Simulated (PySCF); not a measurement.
A GIAO shielding run with PySCF 2.14.0 with density-fitted response routines (density fitting, non-relativistic, gas phase) on `CC(C)[C@H](C)N[SiH2]S`, C₅H₁₅NSSi:

```
$ OMP_NUM_THREADS=1 python probes_run.py task.json out

{"job": {"kind": "nmr", "xc": "PBE0", "basis": "pcSseg-1"}, "charge": 0, "multiplicity": 1}
C     -1.102829     1.310354    -1.157465
C     -1.334768     0.267095    -0.065856
C     -2.501508    -0.638202    -0.454776
C     -0.037658    -0.527541     0.179782
C     -0.208234    -1.636041     1.219304
N      1.012676     0.378757     0.586626
Si     2.612439     0.318112     0.023205
S      3.539644     1.959677     1.062053
H     -0.906805     0.819364    -2.108477
H     -1.980159     1.942436    -1.270962
H     -0.251574     1.939160    -0.911462
H     -1.588974     0.786803     0.865794
H     -2.798269    -1.283398     0.367287
H     -2.231865    -1.258764    -1.306789
H     -3.360829    -0.031806    -0.732360
H      0.285547    -0.976132    -0.765336
H      0.763134    -2.073411     1.440075
H     -0.622214    -1.229498     2.140032
H     -0.863362    -2.420592     0.853554
H      0.797279     0.861683     1.446339
H      2.656640     0.584589    -1.412702
H      3.394443    -0.882030     0.339245
H      4.722494     1.816369     0.491780
```

Hardware: 1 thread of an Arm Neoverse N1, shared host. The job also computes population analyses, field gradients.

**Question.** How large is the calculation?

**Answer.** 82 electrons, 225 basis functions and 1207 auxiliary functions.

**Question.** How long does it take, and how much memory does it need?

**Answer.** 110 s of wall time, with 13 SCF cycles and 4 response iterations; peak memory 1.1 GiB. Times on a shared host scatter by some tens of per cent.
